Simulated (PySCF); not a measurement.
C₄H₃S (SMILES [c-]1ccsc1), charge -1, singlet, geometry from GFN2-xTB (in this run its highest filled SCF level lies above zero, so its values depend strongly on the basis, on diffuse functions most of all). Base run: SVWN5/3-21G (PySCF).

Here is a job for PySCF.
```python
from pyscf import gto, scf, dft

mol = gto.M(
    atom='''
S    -0.005375   -0.048157    1.218419
C     0.019862    1.307726   -0.163200
C    -0.016961   -1.175655   -0.087082
C     0.017210    0.812955   -1.371054
C    -0.004057   -0.620932   -1.325629
H     0.032994    2.305663    0.240934
H    -0.033413   -2.229529    0.160926
H    -0.009908   -1.250181   -2.214778
''',
    basis='3-21g',
    charge=-1,
    spin=0,
    verbose=4,
)

mf = dft.RKS(mol)
mf.xc = 'lda,vwn'
mf.kernel()
```

Variants of this job, named by their change:

```
change                                ΔE vs base (mEh)  grid points  electrons on the grid
------------------------------------  ----------------  -----------  ---------------------
base                                             0.000       104776               44.00001
grids.radi_method = delley                       0.000       110296               44.00001
grids.prune = dft.gen_grid.sg1_prune            -0.003        44608               43.99997
grids.level = 1                                  0.024        34456               43.99982
grids.level = 5                                  0.002       285584               44.00000
grids.atom_grid = (99, 590)                      0.002       254824               44.00000
grids.atom_grid = (50, 194)                      0.014        52376               43.99988
grids.level = 0                                 57.301         7832               44.00808
grids.atom_grid = (30, 110)                      0.120        19632               43.99978
grids.prune = off                                0.000       170624               44.00001
grids.atom_grid = (150, 974)                     0.002       635760               44.00000
```
